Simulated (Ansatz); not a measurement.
C2H7GaN2 (`N=C[CH2][GaH][NH2]`), relaxed with RKS PBE-D4/def2-SVP in the Gaussian-basis code of Ansatz from a rough embedded geometry. The force threshold is 0.03 eV/Å; the program also tests the step.

Total charge 0; spin multiplicity 1.

Start:

```xyz
12

N     1.046   -1.278    0.954
C     0.927   -1.113   -0.250
C    -0.382   -0.652   -0.775
Ga   -0.334    1.263   -0.874
N    -1.193    1.592    0.998
H     0.321   -1.140    1.674
H     1.780   -1.262   -0.944
H    -1.137   -1.388   -0.646
H    -0.269   -0.517   -1.925
H     1.104    1.925   -1.172
H    -0.216    1.680    1.354
H    -1.646    0.890    1.607
```

**Question.** How much energy does the relaxation release, and in how many steps? (Estimate.)

**Answer.** Ansatz gave: 293.80 kJ/mol, in 22 steps, 1 of them rejected.

**Question.** Which bonds change most? (Estimate.)

**Answer.** Ansatz gave: Ga4–N5 from 2.085 to 1.825 Å; C3–Ga4 from 1.918 to 2.003 Å; N1–C2 from 1.221 to 1.285 Å; C3–H9 from 1.163 to 1.111 Å.

**Question.** Give the relaxed structure. (Best estimate.)

**Answer.** Ansatz gave: 
```xyz
12

N     1.328   -2.085    0.686
C     1.061   -1.408   -0.374
C    -0.211   -0.717   -0.755
Ga   -0.039    1.241   -0.372
N    -1.096    1.884    0.970
H     0.480   -2.132    1.287
H     1.897   -1.288   -1.103
H    -1.082   -1.112   -0.189
H    -0.407   -0.812   -1.845
H     0.923    2.251   -1.096
H    -1.093    2.856    1.284
H    -1.761    1.322    1.507
```
